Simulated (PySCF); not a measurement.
A GIAO shielding run with PySCF (density fitting, non-relativistic, gas phase) on `InChI=1S/C6H13FOSi2/c1-2-5(7)3-6(9)4-8-10/h1,5-6H,3-4H2,9-10H3/t5-,6+/m1/s1`:

```
$ OMP_NUM_THREADS=1 python probes_run.py task.json out

{"job": {"kind": "nmr", "xc": "PBE0", "basis": "pcSseg-1"}, "charge": 0, "multiplicity": 1}
C     -2.487565     3.510223    -0.709078
C     -2.292613     2.370994    -0.398881
C     -2.070676     0.973863    -0.068738
F     -3.102729     0.204817    -0.590007
C     -0.737194     0.479770    -0.627745
C     -0.459435    -0.985895    -0.294617
Si    -0.342409    -1.326326     1.587771
C      0.888596    -1.390084    -0.871300
O      1.883937    -0.960224     0.018681
Si     3.325833    -0.294206    -0.302243
H     -2.650607     4.516397    -0.958376
H     -2.117127     0.834148     1.020775
H      0.056205     1.108851    -0.218414
H     -0.753577     0.616049    -1.714836
H     -1.239242    -1.595856    -0.757472
H      0.385377    -2.572046     1.807946
H     -1.708071    -1.496127     2.101135
H      0.284490    -0.193220     2.266581
H      1.051852    -0.964467    -1.869033
H      0.955294    -2.481526    -0.954818
H      3.164898     0.912576    -1.122168
H      3.764143    -0.017377     1.054893
H      4.195867    -1.223349    -1.030856
```

Hardware: 1 thread of an Arm Neoverse N1, shared host. The job also computes population analyses, field gradients.

Task: How large is the calculation?

Result: 94 electrons, 249 basis functions and 1336 auxiliary functions.

Task: How long does it take, and how much memory does it need?

Result: 2.5 min of wall time, with 15 SCF cycles and 5 response iterations; peak memory 1.2 GiB. Times on a shared host scatter by some tens of per cent.
